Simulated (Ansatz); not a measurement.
Gas-phase electronic energies from Ansatz, PBE0-D4/def2-TZVP geometries. CBS: MP2 limit from def2 TZ/QZ plus the TZ coupled-cluster correction, frozen cores. DFT in def2-TZVPP. B3LYP here is the variant with VWN-RPA as its local correlation; programs differ in this. Each species was taken in one conformer, which may not be the lowest.

Reaction (substitution at a C–Al bond): `C=[CH][Al]([CH3])[CH3]` + `C=CCS` → `C=CCSC=C` + `[CH3][AlH][CH3]`

(1) Is it downhill or uphill in electronic energy at CCSD(T)/CBS, and by how much? (Best estimate.)

(2) What do these levels give: PBE-D4, B3LYP-D4, PBE, r2SCAN, PBE0, MP2/def2-TZVPP, SCS-MP2/def2-TZVPP, CCSD/def2-TZVPP, HF/def2-QZVPP, HF/CBS(def2), MP2/CBS(def2), CCSD/CBS(def2)? (Best estimate.)

Largest T1 diagnostic among the species: 0.012.

## Answers

(1) Ansatz gave: Uphill: ΔE = +34.4 kJ/mol.

(2) Ansatz gave: PBE-D4 22.5, B3LYP-D4 29.7, PBE 24.8, r2SCAN 27.2, PBE0 28.8, MP2/def2-TZVPP 30.9, SCS-MP2/def2-TZVPP 33.3, CCSD/def2-TZVPP 38.9, HF/def2-QZVPP 43.3, HF/CBS(def2) 43.3, MP2/CBS(def2) 29.2, CCSD/CBS(def2) 37.3 kJ/mol.

In def2-TZVPP, CCSD(T) changes the Hartree–Fock value by −7.1 kJ/mol (the triples alone add −2.8 kJ/mol) and MP2 by −12.3 kJ/mol. The D4 term adds −3.8 kJ/mol with B3LYP and −1.9 kJ/mol with PBE0; it sums over pairs of atoms, weighted by their polarisabilities, and B3LYP, whose exchange is more repulsive, gets the larger term.
